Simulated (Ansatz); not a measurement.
`[Cl][InH][GeH3]` + `F[Si](Cl)(Cl)Cl` → `[F][InH][Cl]` + `Cl[Si](Cl)(Cl)[GeH3]`  (redistribution)

Calculated with Ansatz (gas phase, PBE0-D4/def2-TZVP geometries, no zero-point term in ΔE). CBS: MP2 limit from def2 TZ/QZ plus the TZ coupled-cluster correction, frozen cores. DFT in def2-TZVPP. B3LYP here is the variant with VWN-RPA as its local correlation; programs differ in this. Elements past krypton have def2 core potentials. For Ge, In outer-core shells are correlated without core-valence functions, which leaves a few kJ/mol of doubt a bond. Scalar relativity is left out up to krypton.

| level | ΔE (kJ/mol) | difference from CCSD(T)/CBS |
| --- | --- | --- |
| PBE-D4 | 102.7 | -14.9 |
| BLYP-D4 | 104.7 | -12.9 |
| B97M-V | 114.2 | -3.4 |
| PBE0-D4 | 113.2 | -4.4 |
| B3LYP-D4 | 114.2 | -3.4 |
| r2SCANh-D4 | 119.4 | 1.8 |
| CAM-B3LYP-D4 | 117.9 | 0.3 |
| B2PLYP | 119.4 | 1.8 |
| r2SCAN | 116.9 | -0.7 |
| PBE0 | 115.8 | -1.8 |
| CAM-B3LYP | 120.8 | 3.2 |
| HF/def2-SVP | 117.9 | 0.3 |
| CCSD/def2-SVP | 110.0 | -7.6 |
| HF/def2-QZVPP | 131.8 | 14.2 |
| MP2/def2-QZVPP | 122.2 | 4.6 |
| SCS-MP2/def2-QZVPP | 120.3 | 2.7 |
| CCSD(T)/CBS | 117.6 | 0 |

Largest T1 diagnostic among the species: 0.015.

Leaving LDA and LC-ωPBE aside and taking each functional with its dispersion term where it has one, the values, not all of them listed here, spread over 24.9 kJ/mol, from revPBE-D4 to r2SCAN0-D4. LDA lies +13.2 kJ/mol from PBE without D4. From PBE to PBE0 (25 % exact exchange), in def2-TZVPP and without D4, ΔE moves by +10.4 kJ/mol. At CCSD(T), def2-SVP lies −9.6 kJ/mol from the extrapolated value and def2-TZVPP +3.6 kJ/mol.
